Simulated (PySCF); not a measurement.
2,2,2-trifluoroethanol (C2H3F3O), SMILES OCC(F)(F)F. Atoms are numbered in the order given.

```xyz
9

O     -1.9796    -0.0210     0.2825
C     -0.8161     0.7336     0.4460
C      0.4186    -0.0119    -0.0343
F      0.2701    -0.3692    -1.3294
F      1.5090     0.7653     0.0542
F      0.6467    -1.1289     0.6640
H     -2.0857    -0.2112    -0.6600
H     -0.6892     0.9417     1.5188
H     -0.8345     1.7033    -0.0890
```

Coordinates come from a B3LYP-D3(BJ)/def2-SVP optimisation. One conformer was computed; it need not be the lowest.

The numbers are results of PBE/pcSseg-1 in PySCF, not measurements.

GIAO shieldings, no solvent; atoms listed in one row are averaged. δ = σ(ref) − σ: ¹⁷O against H2O (σ = 334.3 ppm); ¹³C against TMS (σ = 182.0 ppm); ¹⁹F against CFCl3 (σ = 133.6 ppm); ¹H against TMS (σ = 31.49 ppm), references at their B3LYP-D3(BJ)/def2-TZVP geometries, non-relativistic.

```
nucleus       atoms  count  δ (ppm)
-------  ----------  -----  -------
¹⁷O              O1      1     23.7
¹³C              C3      1    139.5
¹³C              C2      1     70.4
¹⁹F      F4, F5, F6      3   -116.8
¹H               H9      1     4.26
¹H               H8      1     4.13
¹H               H7      1     0.69
```
